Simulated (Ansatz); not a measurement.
Compare A (`C=C(O)S[SiH3]`) with its isomer B (`S[SiH]1CCO1`).

Calculated with Ansatz (gas phase, PBE0-D4/def2-TZVP geometries, no zero-point term in ΔE). CCSD(T)/CBS adds triple-zeta CCSD(T) − MP2 to the extrapolated MP2 energy (def2 sets, frozen cores). Functionals use def2-TZVPP. Each species was taken in one conformer, which may not be the lowest.

Q: Which isomer does CCSD(T)/CBS put lower? Give the gap. (An estimate is asked.)

A: The calculation gave: B, by 38.8 kcal/mol.

Q: Give E(B) − E(A) in kcal/mol with MP2/def2-TZVPP, B2PLYP, PBE0-D4, CCSD(T)/def2-TZVPP, ωB97M-V, CCSD/def2-TZVPP, PBE-D4. (Best estimate.)

A: Ansatz gave: MP2/def2-TZVPP -40.4, B2PLYP -37.7, PBE0-D4 -38.9, CCSD(T)/def2-TZVPP -38.9, ωB97M-V -39.6, CCSD/def2-TZVPP -40.1, PBE-D4 -35.4. None reverses the order clearly.

Largest T1 diagnostic: 0.012.

From PBE to PBE0 (25 % exact exchange), in def2-TZVPP and without D4, E(B) − E(A) moves by −3.5 kcal/mol.
